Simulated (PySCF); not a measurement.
BH₅N, SMILES B[NH3+], charge +1. Atoms are numbered in the order given.

```xyz
7

B      0.9218    -0.0087     0.0000
N     -0.6333    -0.0076     0.0000
H      1.4314     0.0060     1.0659
H      1.4314     0.0060    -1.0659
H     -0.9596     0.9693     0.0000
H     -1.0394    -0.4422     0.8337
H     -1.0394    -0.4422    -0.8337
```
Charge +1, spin multiplicity 1.

Geometry: ωB97X-D3(BJ)/def2-TZVP. The isomer is the one that the SMILES or the coordinates give; other isomers of the formula were not compared.

Method: TDDFT-PBE/def2-TZVPD (PySCF).

Vertical excitations. The molecule is in vacuum. State labels are in the subgroup Cs.

Task: Estimate the UV-visible absorptions. (Estimate from the structure and the level; the computed values follow.)

Result: 
```tsv
state	symmetry	energy (eV)	λ (nm)	f	main pairs
S1	A"	5.89	210	0.000	HOMO→LUMO 100 %
S2	A'	7.68	161	0.032	HOMO−1→LUMO 98 %
S3	A"	8.37	148	0.001	HOMO→LUMO+1 100 %
S4	A'	10.06	123	0.046	HOMO−1→LUMO+1 94 %
S5	A"	10.12	123	0.004	HOMO→LUMO+2 99 %
S6	A'	10.26	121	0.057	HOMO→LUMO+3 94 %
S7	A"	11.22	111	0.127	HOMO→LUMO+4 98 %
S8	A"	11.54	107	0.000	HOMO−4→LUMO 98 %
S9	A'	11.57	107	0.007	HOMO−1→LUMO+2 44 %, HOMO−2→LUMO 35 %, HOMO→LUMO+6 20 %
S10	A'	11.71	106	0.019	HOMO−3→LUMO 47 %, HOMO−1→LUMO+2 29 %, HOMO→LUMO+6 17 %
T1	A"	5.02	247	0	HOMO→LUMO 100 %
T2	A'	6.41	193	0	HOMO−1→LUMO 99 %
T3	A"	8.23	151	0	HOMO→LUMO+1 100 %
T4	A'	9.69	128	0	HOMO−1→LUMO+1 99 %
```
Triplets are in the Tamm–Dancoff approximation, which puts them higher than full response would, so one can lie above its singlet here.
